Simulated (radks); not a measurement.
Values are calculated unless marked as measured or tabulated.
All-electron atom: the zinc ion Zn2+ in [Ar] 3d10. Level of theory: Dirac Kohn-Sham, PBE, spin-unpolarised, spherical densities, point nucleus (a radial shooting solver on a logarithmic mesh with Libxc functionals).

Normalised radial functions P(r) = r R(r) (large component), r in bohr:

| r | 2p3/2 | 3p3/2 | 3d3/2 |
|---|---|---|---|
| 0.003914 | 0.0117 | 0.0044 | 0.0000 |
| 0.004413 | 0.0147 | 0.0056 | 0.0000 |
| 0.004976 | 0.0185 | 0.0070 | 0.0000 |
| 0.00561 | 0.0233 | 0.0089 | 0.0001 |
| 0.006326 | 0.0293 | 0.0111 | 0.0001 |
| 0.007132 | 0.0367 | 0.0139 | 0.0001 |
| 0.008042 | 0.0460 | 0.0175 | 0.0002 |
| 0.00914 | 0.0584 | 0.0221 | 0.0002 |
| 0.01031 | 0.0728 | 0.0276 | 0.0003 |
| 0.01162 | 0.0907 | 0.0344 | 0.0005 |
| 0.0131 | 0.1126 | 0.0427 | 0.0007 |
| 0.01477 | 0.1395 | 0.0529 | 0.0009 |
| 0.01665 | 0.1722 | 0.0652 | 0.0013 |
| 0.01878 | 0.2119 | 0.0802 | 0.0018 |
| 0.02117 | 0.2598 | 0.0983 | 0.0025 |
| 0.02387 | 0.3171 | 0.1198 | 0.0035 |
| 0.02713 | 0.3900 | 0.1472 | 0.0050 |
| 0.03059 | 0.4710 | 0.1774 | 0.0068 |
| 0.03449 | 0.5652 | 0.2125 | 0.0094 |
| 0.03889 | 0.6737 | 0.2526 | 0.0129 |
| 0.04384 | 0.7968 | 0.2977 | 0.0176 |
| 0.04943 | 0.9344 | 0.3474 | 0.0238 |
| 0.05574 | 1.0854 | 0.4011 | 0.0322 |
| 0.06284 | 1.2474 | 0.4573 | 0.0431 |
| 0.07085 | 1.4168 | 0.5139 | 0.0574 |
| 0.08053 | 1.5994 | 0.5713 | 0.0773 |
| 0.0908 | 1.7650 | 0.6181 | 0.1012 |
| 0.1024 | 1.9160 | 0.6532 | 0.1314 |
| 0.1154 | 2.0423 | 0.6706 | 0.1687 |
| 0.1301 | 2.1332 | 0.6642 | 0.2143 |
| 0.1467 | 2.1784 | 0.6276 | 0.2688 |
| 0.1654 | 2.1696 | 0.5553 | 0.3327 |
| 0.1865 | 2.1016 | 0.4434 | 0.4058 |
| 0.2103 | 1.9740 | 0.2909 | 0.4872 |
| 0.239 | 1.7781 | 0.0863 | 0.5814 |
| 0.2695 | 1.5500 | -0.1370 | 0.6733 |
| 0.3039 | 1.2955 | -0.3787 | 0.7650 |
| 0.3426 | 1.0336 | -0.6228 | 0.8518 |
| 0.3863 | 0.7835 | -0.8508 | 0.9287 |
| 0.4356 | 0.5612 | -1.0434 | 0.9901 |
| 0.4911 | 0.3774 | -1.1837 | 1.0312 |
| 0.5537 | 0.2366 | -1.2597 | 1.0482 |
| 0.6243 | 0.1373 | -1.2672 | 1.0400 |
| 0.7096 | 0.0699 | -1.2041 | 1.0044 |
| 0.8 | 0.0337 | -1.0905 | 0.9489 |
| 0.902 | 0.0146 | -0.9406 | 0.8763 |
| 1.017 | 0.0056 | -0.7725 | 0.7913 |
| 1.147 | 0.0019 | -0.6033 | 0.6987 |
| 1.293 | 0.0006 | -0.4469 | 0.6028 |
| 1.458 | 0.0001 | -0.3127 | 0.5074 |
| 1.644 | 0.0000 | -0.2058 | 0.4157 |
| 1.853 | 0.0000 | -0.1265 | 0.3305 |
| 2.106 | 0.0000 | -0.0693 | 0.2493 |
| 2.375 | 0.0000 | -0.0362 | 0.1837 |
| 2.677 | 0.0000 | -0.0172 | 0.1294 |
| 3.019 | 0.0000 | -0.0073 | 0.0864 |
| 3.404 | 0.0000 | -0.0028 | 0.0542 |

2p3/2: eigenvalue -1016.4 eV, 0 radial nodes, <r> = 0.199 bohr, 90 % of the charge inside 0.326 bohr. 3p3/2: eigenvalue -103.28 eV, 1 radial node at r = 0.251 bohr, <r> = 0.717 bohr, 90 % of the charge inside 1.11 bohr. 3d3/2: eigenvalue -31.072 eV, 0 radial nodes, <r> = 0.876 bohr, 90 % of the charge inside 1.53 bohr.
